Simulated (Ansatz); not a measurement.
The first iterations of a band of H3SbSe (5 atoms, charge 0, multiplicity 1).

Method: RKS revPBE/def2-SVP in Ansatz 0.2.0.

- movable images: 7
- climbing image: yes
- spring: 5.0 eV/Å²
- optimiser: quadratic models (default)
- start path: through a guess of the saddle point
- force threshold: 0.03 eV/Å
- iteration limit: 60
- end points: relaxed

Image 0:

```xyz
5
Properties=species:S:1:pos:R:3
Se 0.759 -0.902 1.116
Sb -0.357 0.347 -0.895
H 1.289 -1.957 0.212
H -1.866 0.594 -0.064
H 0.175 1.918 -0.369
```

Image 8:

```xyz
5
Properties=species:S:1:pos:R:3
Se 0.834 -0.995 1.240
Sb -0.605 1.038 0.427
H 1.006 -1.589 -0.112
H -1.641 0.110 -0.621
H 0.406 1.436 -0.934
```

| iteration | highest image above the first end (eV) | largest band force component (eV/Å) |
| --- | --- | --- |
| 1 | 3.402 | 2.972 |
| 2 | 2.828 | 1.276 |
| 3 | 2.344 | 0.720 |

Question: Does the band converge within its limit, and where does its top end?

Answer: The forces met the threshold. It ended after 9 iterations with the highest image 2.159 eV above the first end. A vibrational analysis at the climbing image gives one clearly imaginary mode, 1027i cm⁻¹: a first-order saddle point.

Time of the run: 4.5 min on 1 CPU thread of a shared host.
